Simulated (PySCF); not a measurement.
Numbering as in the mapped SMILES `[Cl:1][C@H:2]1[CH2:3][O:4][CH2:5][CH2:6][SiH2:7]1`. Each H is labelled by its parent atom. Ha(C3), Ha(C5), Ha(C6), Ha(Si7) are cis to Cl1 on the ring; Hb(C3), Hb(C5), Hb(C6), Hb(Si7) are trans to Cl1 on the ring.

[PySCF 2.14.0 with density-fitted response routines: structure optimised with GFN2-xTB; σ from GIAO-PBE0/pcSseg-1; a single conformation; no relativistic terms; no solvent model]

References, each an isolated molecule treated in the same way: TMS for ¹³C (σ = 186.93 ppm), ¹H (σ = 31.72 ppm), ²⁹Si (σ = 349.16 ppm); HCl for ³⁵Cl (σ = 949.78 ppm); ¹⁷O (σ = 336.08 ppm) against H2O.

| atoms | nucleus | count | Hirshfeld charge | δ (ppm) |
| --- | --- | --- | --- | --- |
| Hb(Si7) | ¹H | 1 | -0.07 | 4.36 |
| C6 | ¹³C | 1 | -0.17 | ? |
| C3 | ¹³C | 1 | -0.01 | 78.6 |
| Hb(C3) | ¹H | 1 | 0.04 | 4.55 |
| Ha(C5) | ¹H | 1 | 0.03 | 3.40 |
| H(C2) | ¹H | 1 | 0.04 | 3.27 |
| Si7 | ²⁹Si | 1 | 0.33 | ? |
| C5 | ¹³C | 1 | 0.00 | 71.3 |
| C2 | ¹³C | 1 | -0.09 | ? |
| Hb(C6) | ¹H | 1 | 0.04 | ? |
| Hb(C5) | ¹H | 1 | 0.05 | 4.48 |
| Ha(Si7) | ¹H | 1 | -0.07 | 4.08 |
| O4 | ¹⁷O | 1 | -0.14 | ? |
| Cl1 | ³⁵Cl | 1 | -0.06 | 85 |
| Ha(C3) | ¹H | 1 | 0.03 | 3.29 |
| Ha(C6) | ¹H | 1 | 0.04 | 0.59 |

Task: Estimate the values marked ?.

Result: 
- C2: 41.3 ppm, sp3 CH bonded to Cl and Si; deshielded by the electronegative neighbour
- C6: 14.1 ppm, sp3 CH2 bonded to Si
- Hb(C6): 1.18 ppm, hydrogen on an sp3 CH2 bonded to Si
- O4: 64.2 ppm, ether oxygen
- Si7: -41.4 ppm, silicon bonded to 2 C, 2 H, in a 6-membered ring

Carbons that carry Cl, above all several Cl atoms, come out too deshielded, partly because spin–orbit coupling is missing. Shifts are as computed. Against solution values, carbons near 30 ppm lie about +3 ppm off and those near 130 ppm about +5 ppm; carbons on Cl a further +6 ppm. Of 1211 compounds with measured shifts, 218 miss one by over three times the rms of a fit or turn the order of signals round; such compounds aren't used in these exercises. Experimental scales use liquid or dissolved standards, which lie at an offset from isolated H2O (liquid H2O: subtract about 36 ppm).
